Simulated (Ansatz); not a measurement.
CH3BeF (SMILES [CH3][Be][F]) moved off its minimum; all values from Ansatz (an electronic-structure program), cores frozen in correlated methods.
(charge 0, multiplicity 1)
```xyz
6

Be    -0.02722    -0.01725    -0.17024
F     -0.33884     1.14871    -0.99987
C      0.32174    -1.08457     0.95821
H      0.48269    -2.04549     0.50711
H     -0.31598    -1.24012     1.64521
H      1.29488    -0.85934     1.52188
```

Forces at PBE/def2-TZVPP (eV/Å):

```csv
atom,Fx,Fy,Fz
Be1,-0.764,3.073,-1.879
F2,0.405,-1.646,0.905
C3,6.139,0.550,-2.989
H4,0.295,-0.937,-0.467
H5,-5.163,-0.963,5.225
H6,-0.912,-0.077,-0.796
```

Task: Give the forces (eV/Å), the total energy and the dipole at CCSD(T)/aug-cc-pVTZ.

Result: 
```tsv
atom	Fx	Fy	Fz
Be1	-0.864	3.444	-2.177
F2	0.458	-1.852	1.046
C3	6.258	0.233	-2.690
H4	0.281	-0.785	-0.395
H5	-5.071	-0.929	5.115
H6	-1.061	-0.111	-0.898
```
Energy -154.3411 hartree, dipole 1.92 D.
